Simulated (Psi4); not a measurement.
A dimer, H3Al ··· Cl- (SMILES [AlH3] and [Cl-]) (charge -1); the first 4 atoms form monomer A.

```
5

Al     0.0000     0.0000    -0.0001
H      1.5760    -0.1151     0.0013
H     -0.8876    -1.3073     0.0002
H     -0.6884     1.4224    -0.0014
Cl     0.0017    -0.0013    -2.1924
```

Question: What interaction energy does SAPT0/jun-cc-pVDZ, frozen core (Psi4) give, and which attractive term is the largest?

Answer: Total -29.88 kcal/mol: electrostatics -76.05, exchange 95.17, induction -38.68, dispersion -10.32. The most attractive term is electrostatics.
